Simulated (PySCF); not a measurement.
# From computed data to an observable: entropy of an ideal gas

ZrF₃, SMILES [Zr+]([F])([F])[F], charge +1, multiplicity 1.

Geometry: B3LYP-D3(BJ)/def2-TZVP. The multiplicity is an assumed one; other spin states were not compared. The isomer is the one that the SMILES or the coordinates give; other isomers of the formula were not compared. The def2 effective core potentials stand for the cores of Zr; spin–orbit coupling is left out.

B3LYP-D3(BJ)/def2-TZVP (PySCF 2.14.0) gives the harmonic wavenumbers 136, 179, 179, 750, 755, 755 cm⁻¹ and the rotational temperatures 0.2433, 0.2433, 0.1392 K. The molar mass is 148.22 g/mol, the symmetry number 3, the spin multiplicity 1.

Q: Work out the entropy at 298.15 K and 1 atm in the rigid-rotor, harmonic-oscillator model.

A: 
Translation (Sackur–Tetrode at 1 atm): S = R[1.5 ln M + 2.5 ln T − 1.16487] = 171.1 J/(mol K).
Rotation: q = (√π/σ) T^1.5/√(θA θB θC) = 33500, S = R[ln q + 3/2] = 99.1 J/(mol K).
Vibration: with u = 1.4388 ν/T, each mode gives R[u/(e^u − 1) − ln(1 − e^−u)]:
```json
[
 {"ν (cm⁻¹)": "136", "modes": "1", "u": "0.66", "S (J/(mol K))": "11.96"},
 {"ν (cm⁻¹)": "179", "modes": "2", "u": "0.86", "S (J/(mol K))": "19.57"},
 {"ν (cm⁻¹)": "750", "modes": "1", "u": "3.62", "S (J/(mol K))": "1.05"},
 {"ν (cm⁻¹)": "755", "modes": "2", "u": "3.64", "S (J/(mol K))": "2.07"}
]
```
These are all the modes. Sum 34.7 J/(mol K).
Spin: R ln 1 = 0.0 J/(mol K).
Total 304.9 J/(mol K); the program's own thermochemistry gives 304.8. Translation makes up 56 % and vibration 11 %. Anharmonicity, hindered rotation and orbital degeneracy are left out.
